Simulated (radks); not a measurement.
Problem. Charge is removed step by step from the 3p (averaged over the sub-levels emptied) level of neutral krypton, starting from [Kr]. Method: Dirac Kohn-Sham, LDA (Slater exchange, Perdew-Wang correlation), spin-unpolarised, spherical densities, finite nucleus; Fermi nuclear charge, rms radius 4.1884 fm; computed with a radial shooting solver on a logarithmic mesh with Libxc functionals. At the starting occupation the eigenvalue is -194.91 eV. Estimate the energy to remove one whole electron from this level, the eigenvalue at the end, and how far E(n) bends from a straight line.

Solution. Delta-SCF 207.58 eV; final eigenvalue -220.70 eV; the deviation from the straight line is -3.226 eV at 0.5 electron removed, the largest on the grid computed. Slater's transition state (half an electron removed) gives 207.46 eV. Integrating minus the eigenvalue over the occupation (Janak's theorem) gives 207.58 eV. The mean slope of the eigenvalue, de/dn, is 25.8 eV per electron.
